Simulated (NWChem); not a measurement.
# CH5BClNO; SMILES CNB(O)Cl

```xyz
10

B      0.2634     0.1266     0.0002
Cl    -0.3807     1.8044     0.0008
N     -0.6680    -0.9280     0.0002
C     -0.4082    -2.3574    -0.0010
H     -1.6484    -0.6801     0.0003
H     -0.8224    -2.8468    -0.8921
H     -0.8265    -2.8488     0.8871
H      0.6700    -2.5475     0.0014
O      1.6238     0.0116    -0.0001
H      1.9314    -0.9057    -0.0002
```
Atoms are numbered in this order, from 1.

Results from NWChem. Pople sets run with spherical d functions. Structure relaxed at the B3LYP/6-31G* (spherical d) level. Atomic charges in e: unrestrained fits to the electrostatic potential beside Mulliken populations; buried atoms are poorly determined by the fit.

For level Hartree-Fock/6-31G*:

| Item | Result |
|---|---|
| ESP B1 | 0.76 |
| Mulliken B1 | 0.74 |
| Mulliken Cl2 | -0.29 |
| ESP N3 | -0.76 |
| Mulliken N3 | -0.79 |
| Mulliken C4 | -0.28 |
| ESP O9 | -0.72 |
| Mulliken O9 | -0.73 |

Question: How do the values read with level B3LYP/def2-SVP instead?

Answer: 
- ESP B1 = 0.49
- Mulliken B1 = -0.01
- Mulliken Cl2 = -0.16
- ESP N3 = -0.55
- Mulliken N3 = -0.15
- Mulliken C4 = 0.11
- ESP O9 = -0.60
- Mulliken O9 = -0.12
